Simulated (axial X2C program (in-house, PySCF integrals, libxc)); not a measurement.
# Potential curves of AlTe, scalar-relativistic

Calculated with an axial X2C code built on PySCF integrals. Spin-free means the one-electron spin-free X2C Hamiltonian. Basis: Te dyall-cv3z [11s12p8d4f1g], Al dyall-v3z [8s8p2d1f] (cores contracted in-house); Gaussian nuclei, density fitting, unrestricted open shells. Masses: Te 129.906 u, Al 26.982 u.

State: M_S = 1/2, Λ = 0 (beyond evenly filled blocks: σα). Energies in kJ/mol from the fragments at the same level (Te + Al). Fits are polynomials in 1 − R0/R over 0.85 to 1.23 times the lowest point R0.

```
 R (Å)       HF    TPSSh      MP2
2.0932   -83.91  -235.49  -236.37
2.1895  -131.69  -282.74  -283.03
2.2616  -150.76  -301.72  -300.76
2.3338  -159.64  -310.33  -307.20
2.4060  -161.28  -311.07  -304.91
2.4902  -157.14  -304.84  -294.46
2.5744  -148.89  -293.36  -278.92
2.6827  -134.75  -273.94  -255.46
2.8150  -114.62  -246.93  -225.46
3.0075   -83.19  -206.79  -183.17
```

Correlated methods: 19 electrons correlated (number of frozen shells: Te 4 s, 3 p, 1 d; Al 2 s, 1 p), 219 virtual spin orbitals or spinors in MP2.

The state is a single determinant with fixed occupations, the lowest that a limited PBE0 search found. Dissociation energies refer to the lowest single-determinant-based atoms at the same level and basis. Spin-free De lacks the spin–orbit lowering of the heavy p-block atom, a tenth of an eV or more for 4p and 5p, up to an eV for 6p and one to two eV for 7p atoms, less what an open-shell molecule gains itself. MP2 and coupled cluster on one determinant become unreliable at the stretched end.

(1) Fit the HF curve near its minimum: give the equilibrium distance, the harmonic wavenumber and the well depth.

(2) Fit the TPSSh curve near its minimum: give the equilibrium distance, the harmonic wavenumber and the well depth.

(3) Fit the MP2 curve near its minimum: give the equilibrium distance, the harmonic wavenumber and the well depth.

Results:

(1) At HF, spin-free: Re = 2.390 Å, ωe ≈ 358 cm⁻¹, De = 1.67 eV to Te + Al; Be follows as 0.132 cm⁻¹.

(2) At TPSSh, spin-free: Re = 2.377 Å, ωe ≈ 396 cm⁻¹, De = 3.23 eV to Te + Al; Be follows as 0.134 cm⁻¹.

(3) At MP2, spin-free: Re = 2.348 Å, ωe ≈ 446 cm⁻¹, De = 3.19 eV to Te + Al; Be follows as 0.137 cm⁻¹.
